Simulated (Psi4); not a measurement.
A dimer, CH4 ··· CH5N (SMILES C and CN); the first 5 atoms form monomer A.

```
12

C      0.0000     0.0000     0.0000
H     -0.6211     0.8916    -0.0742
H     -0.4770    -0.8203    -0.5346
H      0.1216    -0.2715     1.0477
H      0.9765     0.2002    -0.4389
C     -1.1799    -2.0169    -3.0107
N     -1.3803    -2.4196    -1.6193
H     -0.1126    -1.8878    -3.1970
H     -1.6560    -1.0491    -3.1765
H     -1.5708    -2.7179    -3.7612
H     -2.3661    -2.5343    -1.4172
H     -0.9361    -3.3112    -1.4361
```

Problem. What interaction energy does SAPT0/jun-cc-pVDZ, frozen core run with Psi4 give, and which attractive term is the largest?

Solution. Total 1.30 kcal/mol: electrostatics -5.24, exchange 10.87, induction -2.06, dispersion -2.27. The most attractive term is electrostatics.
